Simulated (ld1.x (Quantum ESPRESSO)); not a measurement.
**bismuth: excitation energies, all-electron against TM**

ld1.x (Quantum ESPRESSO) 7.5 input, shortened:

```
&input
   title='Bi', zed=83., rel=1, dft='PBE', iswitch=3,
   config='[Xe] 4f14 5d10 6s2 6p3'
 /
 &inputp
   pseudotype=2, tm=.true., lloc=0,
   nlcc=.true., new_core_ps=.true., rcore=1.00
 /
3
6P  2  1   3.00   0.00  1.85  1.85  0.0
5D  3  2  10.00   0.00  1.40  1.40  0.0
6S  1  0   2.00   0.00  1.45  1.45  0.0
 &test
   configts(1)='5d10 6s2 6p3'
 /
```

Energies are relative to the spin-unpolarised reference configuration 5d10 6s2 6p3; without spin polarisation the order of configurations can differ from experiment.

| valence configuration | charge | ΔE all-electron (eV) | error AE − PS (meV) |
| --- | --- | --- | --- |
| 5d10 6s2 6p2 | +1 | 7.913 | -2.5 |
| 5d10 6s2 6p1 | +2 | 23.160 | -7.0 |
| 5d10 6s2 6p0 | +3 | 46.502 | -19 |
| 5d9 6s2 6p3 | +1 | 33.322 | -37 |
| 5d10 6s0 6p5 | 0 | 20.501 | -22 |
| 5d10 6s1 6p3 | +1 | 18.731 | -1.9 |
| 5d10 6s2 6p2.5 | +0.5 | 3.097 | -1.2 |

Levels in the configuration 5d9 6s2 6p3:

```json
{"level": "5d", "all-electron (eV)": "-39.901", "pseudo (eV)": "-39.918"}
{"level": "6s", "all-electron (eV)": "-24.364", "pseudo (eV)": "-24.341"}
{"level": "6p", "all-electron (eV)": "-12.820", "pseudo (eV)": "-12.759"}
```
